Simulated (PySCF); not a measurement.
Ga(H)2(Me)(OH2), CH7GaO, singlet, CAM-B3LYP/def2-SVP optimised geometry. Atoms within 1.6 Å of the plane z = 1.0 Å (x, y, z in Å): Ga1 (-0.70, -0.67, 0.00), H3 (-1.48, -0.94, 1.35), C4 (1.27, -0.67, 0.00), H5 (1.68, -0.18, 0.90), H7 (1.64, -1.70, -0.01), O8 (-1.14, 1.47, 0.00), H9 (-1.68, 1.70, 0.77).

Computed with CAM-B3LYP/def2-TZVP run with PySCF.

Map of the Laplacian of the electron density (e/bohr⁵) on the plane z = 1.0 Å:

```
|888888888888888888888888888|
|888888888888888888888888888|
|888888888888888888888888888|
|888888888888888888888888888|
|888888888888888888888888888|
|888888888888888888888888888|
|888888899998888888888888888|
|888888998999888888888888888|
|888888998999888888888888888|
|888888999999888888888888888|
|888888899998888888888888888|
|888888888888888888888888888|
|888888888888888889998888888|
|888888888888888899469888888|
|888888888899988998039888888|
|888888887799988999899888888|
|888888886689988899998888888|
|888888887788888899998888888|
|888888888888888888888888888|
|888888888888888888888888888|
|888888888888888888888888888|
|888888888888888888888888888|
|888888888888888888888888888|
|888888888888888888888888888|
|888888888888888888888888888|
|888888888888888888888888888|
|888888888888888888888888888|
```
Scale: ten equal steps from -1.23 (start of '0') to 0.206 (end of '9'), in the order '0123456789'; x runs from -4.00 to 4.00, y from -4.00 (bottom) to 4.00 (top).
